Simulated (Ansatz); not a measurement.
`C#C[SiH](O)F`, relaxed with RKS PBE-D4/def2-SVP in the Gaussian-basis code of Ansatz from a rough embedded geometry. The force threshold is 0.03 eV/Å; the program also tests the step.

The species carries charge 0 and has multiplicity 1.

Start:

```xyz
8

C    -1.417   -1.651    0.312
C    -0.802   -0.693    0.061
Si    0.225    0.826   -0.292
O     1.812    0.474   -0.518
F     0.261    1.724    1.077
H    -2.075   -2.543    0.464
H    -0.315    1.645   -1.340
H     2.312    0.218    0.236
```

```tsv
step	energy (eV)	largest force (eV/Å)	largest move (Å)
1	-14745.7183	6.698	0.000
2	-14746.0806	0.546	0.060
3	-14746.1097	0.331	0.051
4	-14746.1234	0.344	0.096
5	-14746.1347	0.317	0.200
6 (rejected)	-14746.1319	0.444	0.082
7	-14746.1391	0.201	0.024
8	-14746.1400	0.014	0.014
```

End:

```xyz
8

C    -1.379   -1.651    0.301
C    -0.741   -0.619    0.111
Si    0.226    0.905   -0.213
O     1.824    0.541   -0.488
F     0.066    1.852    1.112
H    -1.945   -2.559    0.471
H    -0.258    1.661   -1.397
H     2.207   -0.131    0.103
```

Hardware: 2 threads of an Arm Neoverse V1 on a shared host. Wall time 14 s, peak host memory 0.14 GiB.
